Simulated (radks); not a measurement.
Values are calculated unless marked as measured or tabulated.
Question: The mean radii <r> (bohr) of the occupied orbitals of an atom or ion are listed with their occupations. Code: a radial shooting solver on a logarithmic mesh with Libxc functionals. Model: scalar-relativistic Kohn-Sham, BLYP, spin-polarised, spherical densities, point nucleus.

orbital  occ.      <r>
1s up       1  0.04408
1s down     1  0.04408
2s up       1   0.1960
2s down     1   0.1960
2p up       3   0.1711
2p down     3   0.1711
3s up       1   0.5743
3s down     1   0.5742
3p up       3   0.5899
3p down     3   0.5897
3d up       5   0.6320
3d down     5   0.6301
4s up       1    1.789
4s down     1    1.793
4p up       3    2.281
4p down     1    2.360

Name the element and its charge. Open shells, if any, are filled with parallel spins first.

Answer: Z = 34, selenium, charge 0: Se in [Ar] 3d10 4s2 4p4. The 1s radius gives Z: for a bare nucleus <r> = (2 gamma + 1)/(2Z) with gamma = sqrt(1 - (Z/c)^2), 0.0432 bohr for Z = 34, and screening makes it slightly larger (0.04408 here). The occupations add up to 34, and the charge is Z minus that.
